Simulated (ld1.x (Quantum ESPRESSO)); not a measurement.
boron: one change to a TM potential, before and after

ld1.x (Quantum ESPRESSO) 7.5 input, shortened:

```
&input
   title='B', zed=5., rel=0, dft='PBE', iswitch=3,
   config='[He] 2s2 2p1 3d-2'
 /
 &inputp
   pseudotype=2, tm=.true., lloc=0,
   nlcc=.true., rcore=0.70
 /
3
2P  2  1   1.00   0.00  2.45  2.45  0.0
3D  3  2  -2.00   0.40  2.10  2.10  0.0
2S  1  0   2.00   0.00  1.60  1.60  0.0
 &test
   configts(1)='2s2 2p1'
 /
```

Change: core correction a·sin(br)/r model core inside 2.00 bohr.

Cutoffs: the cutoffs (Ry, on a coarse ladder) from which the occupation-weighted sum of valence levels, in a spherical-Bessel basis at the reference potential, stays within 10 and 1 mRy of its value at 400 Ry; they do not see the model core or the augmentation charge, which bear on the density cutoff. Errors are all-electron minus pseudo energies relative to the spin-unpolarised reference configuration.

Q: What does the change do?

A: The potential gets neither clearly harder nor softer (18 Ry and 45 Ry → 18 Ry and 45 Ry); of the 7 tests that both files solve, the error grows in 0 and shrinks in 2 by more than 15 % and 0.3 meV (median size 19.6 → 6.1 meV); neither file shows a bound ghost. A wider model core is smoother and lowers the density cutoff, which this test does not measure.

```tsv
quantity	base	changed
cutoff, loose	18 Ry	18 Ry
cutoff, tight	45 Ry	45 Ry
bound ghosts	none	none
error for 2s2 2p0, meV [ΔE 8.22 eV]	+43	+46
error for 2s1 2p0, meV [ΔE 33.64 eV]	+147	+162
error for 2s2 2p0.5, meV [ΔE 2.89 eV]	+5.6	+6.1
error for 2s2 2p1.3, meV [ΔE -0.74 eV]	+0.4	+0.5
error for 2s1 2p1, meV [ΔE 14.36 eV]	-20	-19
error for 2s1 2p2, meV [ΔE 5.84 eV]	-5.5	+1.3
error for 2s0 2p3, meV [ΔE 11.71 eV]	-22	-2.0
s: phases at 2.64 bohr within 0.05 rad from the reference energy up to (Ry; the scan ends near 5)	1.8	1.8
p: phases at 2.64 bohr within 0.05 rad from the reference energy up to (Ry; the scan ends near 5)	1.6	1.6
d: phases at 2.64 bohr within 0.05 rad from the reference energy up to (Ry; the scan ends near 5)	to the end of the scan	to the end of the scan
```
